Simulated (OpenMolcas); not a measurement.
How basis sets differ on BH2SO2 (SMILES OB(O)[S])

BH2SO2 has 6 atoms, charge 0, and is taken as a doublet. SMILES: `OB(O)[S]`. The coordinates come from a PBE0-D4/def2-TZVP relaxation. This is one conformer, not always the lowest.

```xyz
6

O     0.1668    1.0483   -0.3816
B    -0.1318   -0.2343   -0.0212
O     0.6051   -0.8586    0.9294
S    -1.5073   -1.1499   -0.7850
H    -0.3965    1.4258   -1.0596
H     1.3060   -0.2954    1.2718
```

Each level gives the dipole moment (D). The values are calculated.

```csv
level,kind,program,value (D)
UHF/ANO-S-MB,Hartree–Fock,OpenMolcas,2.03
UHF/STO-3G,Hartree–Fock,OpenMolcas,1.52
UHF/3-21G,Hartree–Fock,OpenMolcas,2.62
UHF/MIDI (Cholesky decomposition),Hartree–Fock,OpenMolcas,2.76
UHF/def2-SVP,Hartree–Fock,OpenMolcas,2.01
UHF/Ahlrichs_VTZ,Hartree–Fock,OpenMolcas,2.26
```

The values span 1.52 to 2.76 D. Sets without polarisation functions give poor dipoles.
